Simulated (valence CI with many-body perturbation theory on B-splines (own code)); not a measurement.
Level structure of Lu³⁹⁺

Computed by configuration interaction combined with many-body perturbation theory (CI+MBPT): four valence electrons over a frozen Dirac-Fock core [Ar] 3d10, radial functions for each j: 11 s, 11 p, 10 d, 8 f, 5 g, 2 h, with the one-electron correlation potential Σ1, the two-electron term Σ2, the three-electron term Σ3, Breit, model QED; selected CI, second order for the rest, scaled by the run's own slope (own B-spline code, finite nucleus).

The last digits are not significant, and no measured levels were compared; by estimate large intervals hold to a few tenths of a per cent, small ones and those within an open d or f shell to about a per cent. Among the levels kept, up to 380 cm⁻¹ of a level comes from second order outside the variational space, and about a tenth of that is noise between levels of different J, which matters for small intervals.

Levels 46 to 90 of 189, with energies above the lowest level, (4s^2 4p1/2^2) J=0. "Leading %" is the weight of the configuration and term that name the level; weights of strongly mixed levels are sums over their largest components and can fall short. In the jj column 3d3/2^4 stands for four electrons in 3d with j = 3/2. Lifetimes count E1, E2, E3, M1 and M2 decay at the calculated energies, and are blank where another channel may lead or the interval is too uncertain; long ones can be off by a factor of two.

```
No.  Configuration  Term  J  E (eV)  Leading %  Lifetime   Second component      g                   Leading jj
 46      4s 4p2 4d    3G  5  394.13         52   86.3 ps  47 % 4s 4p2 4d 5F  1.290  4s 4p1/2 4p3/2 4d5/2 (97 %)
 47      4s 4p2 4d    3P  2  394.62         28   4.34 ps  17 % 4s 4p2 4d 5D  1.253  4s 4p1/2 4p3/2 4d5/2 (81 %)
 48      4s2 4p 4f    3F  2  396.56         24   1.85 ps  14 % 4s 4p2 4d 3F  0.994      4s^2 4p1/2 4f5/2 (48 %)
 49      4s2 4p 4f    3D  3  397.55         18   4.08 ps  15 % 4s2 4p 4f 3F  1.260  4s 4p1/2 4p3/2 4d5/2 (54 %)
 50      4s 4p2 4d    3P  1  397.97         30   3.65 ps  29 % 4s 4p2 4d 3D  1.159  4s 4p1/2 4p3/2 4d5/2 (56 %)
 51      4s2 4p 4f    3G  4  400.36         26   7.50 ps  19 % 4s2 4p 4f 3F  1.155      4s^2 4p1/2 4f7/2 (58 %)
 52      4s 4p2 4d    3D  3  402.20         32   4.04 ps  17 % 4s 4p2 4d 3F  1.268  4s 4p1/2 4p3/2 4d5/2 (79 %)
 53      4s 4p2 4d    1D  2  403.73         29   3.01 ps        14 % 4p4 3P  1.227  4s 4p1/2 4p3/2 4d5/2 (70 %)
 54      4s 4p2 4d    3D  1  404.15         34    777 fs  22 % 4s 4p2 4d 3P  1.031  4s 4p1/2 4p3/2 4d3/2 (80 %)
 55      4s2 4p 4f    3G  3  405.93         41   1.26 ps  14 % 4s 4p2 4d 1F  0.897      4s^2 4p1/2 4f5/2 (56 %)
 56      4s 4p2 4d    3D  3  407.41         49   2.02 ps  30 % 4s 4p2 4d 3F  1.214  4s 4p1/2 4p3/2 4d5/2 (75 %)
 57      4s 4p2 4d    3P  0  407.41         82    881 fs   6 % 4s 4p2 4d 1S         4s 4p1/2 4p3/2 4d3/2 (78 %)
 58      4s 4p2 4d    1G  4  408.05         53   6.98 ps  24 % 4s 4p2 4d 3F  1.113  4s 4p1/2 4p3/2 4d5/2 (84 %)
 59      4s 4p2 4d    3D  1  413.62         59   2.64 ps  15 % 4s 4p2 4d 1P  0.753  4s 4p1/2 4p3/2 4d5/2 (91 %)
 60      4s 4p2 4d    3F  2  414.80         18    733 fs  12 % 4s2 4p 4f 3F  1.019  4s 4p1/2 4p3/2 4d3/2 (48 %)
 61      4s 4p2 4d    3G  4  417.90         30   1.78 ps  14 % 4s2 4p 4f 1G  1.122  4s 4p1/2 4p3/2 4d5/2 (54 %)
 62      4s 4p2 4d    3F  3  417.97         16   1.43 ps  16 % 4s 4p2 4d 3D  1.102  4s 4p1/2 4p3/2 4d5/2 (62 %)
 63      4s 4p2 4d    3P  1  419.49         37   1.75 ps  29 % 4s 4p2 4d 3S  1.393  4s 4p1/2 4p3/2 4d5/2 (93 %)
 64      4s 4p2 4d    3D  2  420.47         47   1.68 ps  20 % 4s 4p2 4d 1D  1.163  4s 4p1/2 4p3/2 4d5/2 (89 %)
 65      4s 4p2 4d    3P  0  420.79         42   1.42 ps  42 % 4s 4p2 4d 1S         4s 4p1/2 4p3/2 4d5/2 (77 %)
 66      4s 4p2 4d    1F  3  424.10         27   1.09 ps  21 % 4s 4p2 4d 3F  1.113  4s 4p1/2 4p3/2 4d5/2 (69 %)
 67      4s 4p2 4d    3F  2  425.34         25   1.02 ps  20 % 4s 4p2 4d 3P  1.058  4s 4p1/2 4p3/2 4d5/2 (69 %)
 68            4p4    1D  2  430.79         44   1.03 ps  13 % 4s 4p2 4d 3D  1.091         4p1/2 4p3/2^3 (52 %)
 69            4p4    3P  1  432.16         57    794 fs  26 % 4s 4p2 4d 1P  1.313         4p1/2 4p3/2^3 (57 %)
 70        4s2 4d2    3F  2  453.87         61    520 fs    16 % 4s2 4d2 1D  0.816          4s^2 4d3/2^2 (77 %)
 71        4s2 4d2    3F  3  456.83         24   1.17 ps  18 % 4s 4p2 4d 5D  1.268      4s 4p3/2^2 4d3/2 (62 %)
 72      4s 4p2 4d    5P  2  456.93         23   1.08 ps  22 % 4s 4p2 4d 3D  1.392      4s 4p3/2^2 4d3/2 (74 %)
 73      4s 4p2 4d    5P  1  456.96         30   1.19 ps    20 % 4s2 4d2 3P  1.712      4s 4p3/2^2 4d3/2 (74 %)
 74      4s 4p2 4d    3F  4  458.82         22   1.70 ps  20 % 4s 4p2 4d 5D  1.283      4s 4p3/2^2 4d3/2 (45 %)
 75        4s2 4d2    3P  0  459.12         60    574 fs  20 % 4s 4p2 4d 3P                 4s^2 4d3/2^2 (67 %)
 76      4s 4p2 4d    3F  4  463.37         31   4.68 ps    17 % 4s2 4d2 1G  1.200      4s 4p3/2^2 4d5/2 (44 %)
 77      4s 4p2 4d    5F  5  465.06         48    107 ps  37 % 4s 4p2 4d 3G  1.292      4s 4p3/2^2 4d5/2 (83 %)
 78      4s2 4p 4f    3F  3  465.25         20   2.05 ps  18 % 4s2 4p 4f 1F  0.991      4s^2 4p3/2 4f5/2 (54 %)
 79      4s2 4p 4f    3G  4  467.15         31   1.80 ps    28 % 4s2 4d2 1G  1.097      4s^2 4p3/2 4f5/2 (38 %)
 80      4s 4p2 4d    3P  0  468.66         50   5.44 ps  17 % 4s 4p2 4d 1S             4s 4p3/2^2 4d5/2 (70 %)
 81      4s2 4p 4f    3F  2  469.52         21   1.61 ps  18 % 4s2 4p 4f 3D  0.941      4s^2 4p3/2 4f5/2 (45 %)
 82      4s2 4p 4f    3D  1  471.17         47   2.19 ps  45 % 4s 4p2 4d 3D  0.513      4s 4p3/2^2 4d3/2 (51 %)
 83        4s2 4d2    3F  3  472.71         44    927 fs   8 % 4s2 4p 4f 1F  1.143      4s^2 4d3/2 4d5/2 (44 %)
 84      4s 4p2 4d    3D  2  474.26         24    914 fs    16 % 4s2 4d2 3P  1.160      4s 4p3/2^2 4d3/2 (40 %)
 85        4s2 4d2    3P  1  474.56         35    779 fs  15 % 4s 4p2 4d 1P  1.042      4s 4p3/2^2 4d3/2 (47 %)
 86      4s2 4p 4f    3D  3  477.25         28   4.14 ps  17 % 4s2 4p 4f 3F  1.225      4s^2 4p3/2 4f7/2 (54 %)
 87        4s2 4d2    3P  2  477.53         24   2.46 ps    19 % 4s2 4d2 1D  1.271          4s^2 4d5/2^2 (44 %)
 88         4p3 4d   3F°  3  478.36         18   10.9 ps    16 % 4p3 4d 3G°  1.069   4p1/2^2 4p3/2 4d3/2 (64 %)
 89         4p3 4d   3F°  2  479.03         31   5.11 ps    18 % 4p3 4d 3D°  1.001   4p1/2^2 4p3/2 4d3/2 (88 %)
 90        4s2 4d2    3P  1  479.65         27    784 fs  17 % 4s 4p2 4d 3S  1.607      4s 4p3/2^2 4d3/2 (42 %)
```

Where two levels of one J and parity lie close, their mixing, g and order are uncertain.
